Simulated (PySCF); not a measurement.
**Trend along the halogens: MTc molecules**

MP2 with triple-zeta basis sets in PySCF, for the lowest determinant that a PBE0 search found; no spin–orbit coupling. De refers to high-spin ground-configuration atoms.

| M | basis | reference, frozen orbitals | state (unpaired electrons) | Re (Å) | ωe (cm⁻¹) | De (eV) |
| --- | --- | --- | --- | --- | --- | --- |
| F | x2c-TZVPPall | UHF, 15 | septet (σ ↑↑, π ↑↑, δ ↑↑) | 1.969 | 562 | n/a |
| Cl | def2-TZVPP | UHF, 5 | septet (σ ↑↑, π ↑↑, δ ↑↑) | 2.345 | 349 | n/a |
| Br | def2-TZVPP | UHF, 9 | septet (σ ↑↑, π ↑↑, δ ↑↑) | 2.487 | 247 | n/a |
| I | def2-TZVPP | UHF, 4 | septet (σ ↑↑, π ↑↑, δ ↑↑) | 2.678 | 199 | n/a |

The shortest bond is that of TcF (1.969 Å), the longest that of TcI (2.678 Å).

The rows differ in basis set, which adds steps of its own.

Down a group the atoms grow and get heavier, so bonds lengthen and wavenumbers fall; this series shows no clear exception.

Correlated steps freeze the inner cores (4 to 15 orbitals); shallow outer-core shells are correlated. These are scalar-relativistic numbers at best; spin–orbit coupling would shift them, the dissociation energy most. With d or f electrons several states lie close, and the lowest PBE0 determinant need not be the measured ground state.
